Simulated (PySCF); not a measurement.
**Calculated NMR parameters of C=C(CO[SiH3])OC(F)F**

- Formula: C4H8F2O2Si
- SMILES: C=C(CO[SiH3])OC(F)F
- Point group of the computed structure: C1
- Degrees of unsaturation: 1
- Carbon signals: 4
- Proton signals: 5

Bonds (- single, = double, # triple, : aromatic): C1=C2, C2-C3, C3-O4, O4-Si5, C2-O6, O6-C7, C7-F8, C7-F9. C1 carries H10, H11; C3 carries H12, H13; Si5 carries H14, H15, H16; C7 carries H17. H10 is cis to C3; H11 is trans to C3.

PySCF 2.14.0 with density-fitted response routines calculation with shielding tensors at PBE0/pcSseg-1 (GIAO) and GFN2-xTB geometry; no relativistic terms, one conformer, rapidly exchanging positions averaged, in vacuum.

Scale: ¹H (31.72 ppm) and ¹³C (186.93 ppm) and ²⁹Si (349.16 ppm) against TMS; ¹⁹F (170.95 ppm) against CFCl3; ¹⁷O (336.08 ppm) vs H2O (reference shieldings calculated alike).

```tsv
carbon	δC, type	δH (multiplicity)	HMBC from (2–3 bonds)	span of the C tensor (ppm)
C1	93.2, CH2	H10 4.96 (m); H11 4.80 (m)	H12/H13	182
C2	165.0, C	–	H17, H10, H11, H12/H13	182
C3	67.5, CH2	4.47 (s)	H10, H14/H15/H16, H11	61
C7	122.1, CH	6.66 (m)	–	30
```

Other nuclei:
| atoms | nucleus | environment | δ (ppm) | σ (ppm) |
| --- | --- | --- | --- | --- |
| H14/H15/H16 | ¹H | hydrogen on a silicon bonded to O | 4.90 | 26.81 |
| F8/F9 | ¹⁹F | fluorine of a CF2 group | -100.4 | 271.3 |
| Si5 | ²⁹Si | silicon bonded to O, 3 H | -37.6 | 386.7 |
| O6 | ¹⁷O | ether oxygen | 183.5 | 152.6 |
| O4 | ¹⁷O | oxygen bonded to C, Si | 4.6 | 331.4 |

1. Carbon types of the structure: 1 × C, 1 × CH, 2 × CH2, leaving 3 H on heteroatoms.
2. δC 165.0: alkene carbon bearing oxygen; an sp2 carbon further deshielded by the attached heteroatom.
3. δC 122.1: sp3 CH bonded to 2 F and O; 3 electronegative neighbours deshield it.
4. δC 93.2: β carbon of an enol-ether or enamine type C=C; the O or N lone pair pushes π density onto this β carbon and shields it.
5. δC 67.5: allylic sp3 CH2 bonded to O; deshielded by the electronegative neighbour.
6. δH 6.66: hydrogen on an sp3 CH bonded to 2 F and O; its carbon carries F and O, hence the downfield position.

Splittings by ¹⁹F in the carbon and heteronuclear signals aren't shown, as no couplings were computed. Shifts are as computed. Against solution values, carbons near 30 ppm lie about +3 ppm off and those near 130 ppm about +5 ppm. Of 1309 compounds with measured shifts, 239 miss one by over three times the rms of a fit or turn the order of signals round; such compounds aren't used in these exercises. Unscaled 19F shifts against computed CFCl3 carry errors that often reach 10 to 50 ppm. Experimental scales use liquid or dissolved standards, which lie at an offset from isolated H2O (liquid H2O: subtract about 36 ppm). Multiplicities follow the n + 1 count of equivalent neighbours, as no J values were calculated; m marks all less simple cases, F and P coupling included.
